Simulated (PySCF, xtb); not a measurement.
C3H13NSi2, SMILES CNC(C)([SiH3])[SiH3].

GFN2-xTB (xtb) at its own geometry gives an orbital gap of 4.30 eV and a dipole moment of 1.10 D.

Coordinates come from a r2SCAN-D4/def2-SVP optimisation. The structure was generated by enumeration, and PubChem lists no compound with its InChIKey, so it may never have been made. The values are those of a single conformer.

Problem. What does PBE/def2-TZVP (PySCF) give? (Estimate from the structure and the level; the computed values follow.)

Solution. gap 4.77 eV (levels -5.22 and -0.45 eV), dipole 1.63 D.
